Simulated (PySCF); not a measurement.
C₉H₇N.
Numbering: `[cH:1]1[cH:2][cH:3][c:4]2[n:5][cH:6][cH:7][cH:8][c:9]2[cH:10]1` (hydrogens: H11 on C1; H12 on C2; H13 on C3; H14 on C6; H15 on C7; H16 on C8; H17 on C10)

Level: PBE0/pcSseg-1 and CAM-B3LYP/def2-SVPD in PySCF, non-relativistic, on one gas-phase PBE0-D3(BJ)/def2-SVP geometry that isn't relaxed in the solvent. The solvent is an IEF-PCM continuum (cavity from Bondi-type radii × 1.2). Specific hydrogen bonds and non-electrostatic terms are outside this model.

Gas phase at PBE0/pcSseg-1: HOMO -6.88 eV, LUMO -1.63 eV, dipole 2.09 D.

What does the continuum do to the energy, the frontier levels and the dipole at PBE0/pcSseg-1 in tetrahydrofuran and methanol?

| solvent | ε | E(solvent) − E(gas) (kcal/mol) | polarisation term (kcal/mol) | distortion of the solute (kcal/mol) | HOMO (eV) | LUMO (eV) | dipole (D) |
| --- | --- | --- | --- | --- | --- | --- | --- |
| tetrahydrofuran | 7.426 | -4.74 | -5.50 | 0.76 | -6.92 | -1.66 | 2.90 |
| methanol | 32.61 | -5.78 | -6.96 | 1.18 | -6.94 | -1.68 | 3.10 |

Polarisation term: ½ Σ q·V over the induced surface charges. Distortion: the rise of the solute's own energy as its density leaves the gas-phase optimum. From tetrahydrofuran to methanol the lowering changes by a factor 1.22, Onsager's factor (ε − 1)/(2ε + 1) by 1.18 and ε itself by 4.4.

Which radius a makes the point-dipole formula ΔE = −[(ε − 1)/(2ε + 1)]·μ²/a³ give the value in methanol, with the gas-phase dipole?

μ = 0.822 au and |ΔE| = 0.00922 Eh give a = 1.73 Å; the farthest nucleus lies 3.62 Å from the centroid of the nuclei, so such a sphere wouldn't even hold the nuclei. The formula assumes a rigid point dipole at the centre of a sphere.

Which IAO charges (PBE0/pcSseg-1) respond most in methanol (means over atoms taken as equivalent)?

```tsv
atoms	environment	gas (e)	solvent (e)	change
N5	pyridine-type nitrogen	-0.279	-0.319	-0.040
H16	aromatic hydrogen	+0.153	+0.172	+0.019
H17	aromatic hydrogen	+0.149	+0.165	+0.016
C3	aromatic CH carbon	-0.144	-0.160	-0.016
H15	aromatic hydrogen	+0.158	+0.173	+0.015
H11	aromatic hydrogen	+0.154	+0.167	+0.013
H12	aromatic hydrogen	+0.155	+0.168	+0.013
H14	aromatic hydrogen	+0.153	+0.164	+0.011
C4	ring-fusion aromatic carbon	+0.112	+0.102	-0.010
C9	ring-fusion aromatic carbon	-0.027	-0.034	-0.007
C1	aromatic CH carbon	-0.148	-0.155	-0.007
C2	aromatic CH carbon	-0.148	-0.152	-0.004
```

Which Mayer bond orders change most in methanol?

```
  bond  length (Å)    gas  solvent  change
 N5–C6       1.310  1.618    1.598  -0.020
 C6–C7       1.417  1.269    1.281  +0.012
 C4–N5       1.357  1.338    1.330  -0.008
 C3–C4       1.419  1.325    1.318  -0.007
C10–C1       1.375  1.559    1.552  -0.007
C6–H14       1.097  0.969    0.964  -0.005
 C7–C8       1.373  1.534    1.530  -0.004
 C2–C3       1.375  1.549    1.552  +0.003
```

Gas phase at CAM-B3LYP/def2-SVPD: HOMO -7.98 eV, LUMO -0.62 eV, dipole 2.12 D.

What does the continuum do to the energy, the frontier levels and the dipole at CAM-B3LYP/def2-SVPD in tetrahydrofuran and methanol?

```csv
solvent,ε,E(solvent) − E(gas) (kcal/mol),polarisation term (kcal/mol),distortion of the solute (kcal/mol),HOMO (eV),LUMO (eV),dipole (D)
tetrahydrofuran,7.426,-4.40,-5.23,0.83,-8.00,-0.62,3.02
methanol,32.61,-5.39,-6.68,1.29,-8.01,-0.64,3.25
```

How does the static polarisability (CAM-B3LYP/def2-SVPD, frozen core, with the continuum's full static response) change?

```tsv
medium	isotropic (au)	principal values (au)	⟨r²⟩ of the electrons (bohr²)
gas	110.8	59.1, 113.6, 159.8	1250.7
tetrahydrofuran	151.2	77.3, 157.3, 219.1	1248.7
methanol	161.0	83.3, 168.2, 231.7	1248.2
```

The isotropic value in methanol is 1.45 times the gas-phase one; no cavity-field correction is applied. ⟨r²⟩ is taken about the centre of nuclear charge.
